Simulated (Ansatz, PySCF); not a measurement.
Reaction (SMILES): [F][Al]([F])[F] → [F][Al][F] + F atom (the Al-F bond at the site shown breaks; other sites are not compared here)
Geometries: B3LYP-D3(BJ)/def2-TZVP minima from Ansatz (a program for electronic structure).

Property: bond dissociation energy (0 K, with B3LYP-D3(BJ) harmonic zero-point energies from PySCF), in kcal/mol. Valence correlation only, unless marked. UHF or UKS for open shells. No spin-orbit coupling. Non-relativistic unless marked X2C. CBS(X,Y): correlation extrapolated as X^-3; Hartree-Fock from the larger set.

```csv
level,program,bond dissociation energy (kcal/mol),minus last row
HF/cc-pV(T+d)Z,Ansatz,113.5,-42.9
PBE-D4/def2-TZVPD,Ansatz + dftd4,150.5,-5.9
BHLYP-D4/def2-TZVPD,Ansatz + dftd4,144.6,-11.8
TPSSh-D3(BJ)/def2-TZVPD,PySCF + dftd3,146.6,-9.8
PW6B95/def2-TZVPD,PySCF,150.2,-6.2
B2GP-PLYP/def2-TZVPD,Ansatz,152.0,-4.4
B2PLYP-D4/def2-TZVPD,Ansatz + dftd4,151.9,-4.5
CCSD/cc-pwCVTZ,Ansatz,150.3,-6.1
X2C-CCSD(T)/cc-pVTZ-DK,Ansatz,149.1,-7.3
"CCSD(T)/CBS(cc-pV(T+d)Z,cc-pV(Q+d)Z)",Ansatz,156.4,0.0
```
